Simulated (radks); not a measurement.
Effect of the nuclear size on the manganese ion Mn16+, [He] 2s2 2p5. Calculated with a radial shooting solver on a logarithmic mesh with Libxc functionals: Dirac Kohn-Sham, relativistic LDA (MacDonald-Vosko exchange, VWN5 correlation), spin-unpolarised, spherical densities, finite nucleus; open shells are shared between the two j in proportion to 2j + 1; Fermi nuclear charge, rms radius 3.7057 fm. The rms radius is varied about that value; shifts are against it.

| rms radius (fm) | total energy shift (eV) | density at nucleus (e/bohr^3) | 1s1/2 shift (meV) | 2s1/2 shift (meV) | 2p1/2 shift (meV) | 2p3/2 shift (meV) | 3s1/2 (empty) shift (meV) |
|---|---|---|---|---|---|---|---|
| 3.1239 | -0.0261 | 1.306e+04 | -11.1 | -1.07 | 0.098 | 0.102 | -0.255 |
| 3.4129 | -0.0137 | 1.302e+04 | -5.83 | -0.560 | 0.052 | 0.053 | -0.134 |
| 3.7057 | 0 | 1.297e+04 | 0.000 | 0.000 | 0.000 | 0.000 | 0.000 |
| 3.8317 | 0.00621 | 1.296e+04 | 2.65 | 0.255 | -0.023 | -0.024 | 0.061 |
| 4.117 | 0.0210 | 1.292e+04 | 8.96 | 0.862 | -0.079 | -0.082 | 0.206 |

Slopes of the eigenvalues against <r^2> in GHz/fm^2, as finite differences over the two radii next to the reference (eigenvalue slopes, not the field-shift constants of lines): 1s1/2 676, 2s1/2 64.9, 2p1/2 -5.97, 2p3/2 -6.16, 3s1/2 (empty) 15.5.
